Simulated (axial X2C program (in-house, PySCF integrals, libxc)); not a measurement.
## Spin–orbit effects down a group: molecules with H (ions), PBE0

Computed with an in-house all-electron X2C program for linear molecules (integrals from PySCF), spin-free (one-electron X2C) or two-component (2c: spin–orbit coupling with atomic mean-field Coulomb and Gaunt terms, which also bring small scalar terms), in Dyall basis sets with cores contracted in-house; open shells are unrestricted.

Basis sets: C dyall-v3z, Ge dyall-cv3z, H dyall-v3z, Pb dyall-cv3z, Si dyall-v3z, Sn dyall-cv3z.

```csv
molecule,spin-free state,Re (Å),ωe (cm⁻¹),De (eV),2c state,Re 2c (Å),ωe 2c (cm⁻¹),De 2c (eV)
CH⁺,"M_S = 0, Λ = 0",1.140,2807.4,4.11,Ω = 0,1.140,2807.3,4.11
SiH⁺,?,?,?,?,?,?,?,?
GeH⁺,"M_S = 0, Λ = 0",1.585,1996.6,2.99,Ω = 0,1.585,1995.3,n/a
SnH⁺,"M_S = 0, Λ = 0",1.762,1828.4,2.70,Ω = 0,1.761,1824.7,n/a
PbH⁺,"M_S = 0, Λ = 0",1.824,1739.4,2.53,Ω = 0,1.811,1707.1,1.74
```

(1) Estimate the 2c Re and ωe of SiH⁺ as the mean of its neighbours in the table.

Fragments in 2c: C+ + H, Si+ + H, Ge+ + H, Sn+ + H, Pb+ + H. Each entry is the lowest single determinant of a limited PBE0 search at one distance. De goes to single-determinant-based atoms at the same level (for ions the charge split of lowest energy) and is withheld (n/a) where an atom does not fit its ground term or J level. Main or longest-lived isotopes. Some light 2c atoms are not at their ground J level, so De misses part of their lowering (0.04 eV or less). The functionals have no current term, which raises determinants with orbital currents.

Answers

(1) Re ≈ 1.362 Å, ωe ≈ 2401.3 cm⁻¹. The PBE0 runs give the row below, so the estimate misses by -0.161 Å and 282.5 cm⁻¹.

```csv
molecule,spin-free state,Re (Å),ωe (cm⁻¹),De (eV),2c state,Re 2c (Å),ωe 2c (cm⁻¹),De 2c (eV)
SiH⁺,"M_S = 0, Λ = 0",1.523,2119.2,3.21,Ω = 0,1.523,2118.8,3.21
```
